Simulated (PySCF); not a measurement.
C5H10Si. Atoms are numbered in the order given.

```xyz
16

C      3.2779    -0.7141    -0.6260
C      2.0005    -0.1688    -0.1853
C      0.9318     0.2935     0.1895
Si    -0.6971     0.9508     0.7153
C     -2.0702     0.2341    -0.3695
C     -2.1500    -1.2988    -0.3520
H      3.7871    -0.0191    -1.3132
H      3.9458    -0.8943     0.2319
H      3.1373    -1.6714    -1.1537
H     -0.6833     2.4374     0.6143
H     -0.9256     0.5818     2.1417
H     -1.9082     0.5982    -1.3998
H     -3.0267     0.6763    -0.0359
H     -2.3475    -1.6792     0.6636
H     -2.9553    -1.6680    -1.0078
H     -1.2044    -1.7486    -0.6947
```

Geometry optimised at TPSSh-D3(BJ)/def2-SVP. The values are those of a single conformer.

All values below come from PySCF 2.14.0 with TDA-M06-2X/def2-SVPD.

Vertical excitations. 

```json
[
 {"state": "S1", "energy (eV)": "5.52", "λ (nm)": "225", "f": "0.000", "main pairs": "HOMO→LUMO+2 37 %, HOMO−1→LUMO+1 17 %, HOMO−1→LUMO 14 %, HOMO−1→LUMO+3 9 %"},
 {"state": "S2", "energy (eV)": "6.37", "λ (nm)": "195", "f": "0.006", "main pairs": "HOMO−1→LUMO+2 43 %, HOMO→LUMO 19 %, HOMO→LUMO+1 18 %, HOMO→LUMO+3 6 %"},
 {"state": "S3", "energy (eV)": "6.38", "λ (nm)": "194", "f": "0.002", "main pairs": "HOMO→LUMO+2 46 %, HOMO−1→LUMO+1 18 %, HOMO−1→LUMO 16 %"},
 {"state": "S4", "energy (eV)": "7.14", "λ (nm)": "174", "f": "0.012", "main pairs": "HOMO→LUMO 52 %, HOMO→LUMO+1 37 %"},
 {"state": "S5", "energy (eV)": "7.16", "λ (nm)": "173", "f": "0.004", "main pairs": "HOMO−1→LUMO 49 %, HOMO−1→LUMO+1 42 %"},
 {"state": "S6", "energy (eV)": "7.71", "λ (nm)": "161", "f": "0.249", "main pairs": "HOMO−2→LUMO 31 %, HOMO→LUMO+1 23 %, HOMO→LUMO 14 %, HOMO−1→LUMO+2 8 %"},
 {"state": "T1", "energy (eV)": "5.06", "λ (nm)": "245", "f": "0", "main pairs": "HOMO−1→LUMO+2 39 %, HOMO→LUMO+1 15 %, HOMO→LUMO 12 %, HOMO→LUMO+3 8 %"},
 {"state": "T2", "energy (eV)": "5.52", "λ (nm)": "225", "f": "0", "main pairs": "HOMO→LUMO+2 34 %, HOMO−1→LUMO+1 18 %, HOMO−1→LUMO 15 %, HOMO−1→LUMO+3 9 %"}
]
```
Triplets are in the Tamm–Dancoff approximation.
